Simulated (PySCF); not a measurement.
C2H7BFNS, SMILES CN(B(S)F)C. Atoms are numbered in the order given.

```xyz
13

B      0.3060     0.1321    -0.4283
F      1.2012    -0.2763    -1.3400
N     -0.1242    -0.7780     0.5511
C     -0.9947    -0.4696     1.6546
C      0.2746    -2.1667     0.4859
H     -2.0083    -0.8896     1.5169
H     -0.5890    -0.8869     2.5926
H     -1.0833     0.6150     1.7960
H      0.8226    -2.4653     1.3974
H     -0.6049    -2.8289     0.3926
H      0.9264    -2.3339    -0.3794
S     -0.2109     1.8759    -0.6285
H     -1.2395     1.8649     0.2404
```

Coordinates come from a PBE0-D3(BJ)/def2-SVP optimisation. The structure was generated by enumeration, and PubChem lists no compound with its InChIKey, so it may never have been made. One conformer was computed; it need not be the lowest.

These are PBE0/pcSseg-1 in PySCF values and carry that method's errors.

GIAO shieldings, no solvent; atoms listed in one row are averaged. δ = σ(ref) − σ: ¹¹B against BF3 (σ = 88.8 ppm); ¹⁹F against CFCl3 (σ = 167.2 ppm); ¹⁵N against NH3 (σ = 267.4 ppm); ¹³C against TMS (σ = 186.3 ppm); ¹H against TMS (σ = 31.56 ppm); ³³S against H2S (σ = 716.7 ppm), references at their B3LYP-D3(BJ)/def2-TZVP geometries, non-relativistic.

| nucleus | atoms | count | δ (ppm) |
|---|---|---|---|
| ¹¹B | B1 | 1 | 18.6 |
| ¹⁹F | F2 | 1 | -110.1 |
| ¹⁵N | N3 | 1 | 87.1 |
| ¹³C | C4 | 1 | 40.9 |
| ¹³C | C5 | 1 | 37.8 |
| ¹H | H9, H10, H11 | 3 | 3.02 |
| ¹H | H6, H7, H8 | 3 | 2.85 |
| ¹H | H13 | 1 | 1.71 |
| ³³S | S12 | 1 | 38.3 |
